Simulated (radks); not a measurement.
Species: the gallium ion Ga3+. Configuration: [Ar] 3d10. All-electron calculation, scalar-relativistic Kohn-Sham, PBEsol, spin-polarised, spherical densities, point nucleus. Program: a radial shooting solver on a logarithmic mesh with Libxc functionals. Some entries of the table are withheld. Estimate them.

| orbital | occ. | eigenvalue (hartree) | <r> (bohr) | r(max) (bohr) |
|---|---|---|---|---|
| 1s | 2 | -376.8727 | 0.04863 | 0.03180 |
| 2s | 2 | -47.57482 | 0.2180 | 0.1825 |
| 2p | 6 | -41.58775 | 0.1908 | (1) |
| 3s | 2 | -6.66601 | 0.6525 | 0.5650 |
| 3p | 6 | -4.86165 | 0.6792 | 0.5673 |
| 3d | 10 | -1.92780 | 0.7867 | 0.5327 |
| 4s | 0 | -1.33408 | 1.955 | 1.710 |
| 4p | 0 | -0.98906 | (2) | (3) |

Answer. 
(1) 2p r(max) (bohr): 0.1465
(2) 4p <r> (bohr): 2.283
(3) 4p r(max) (bohr): 1.985
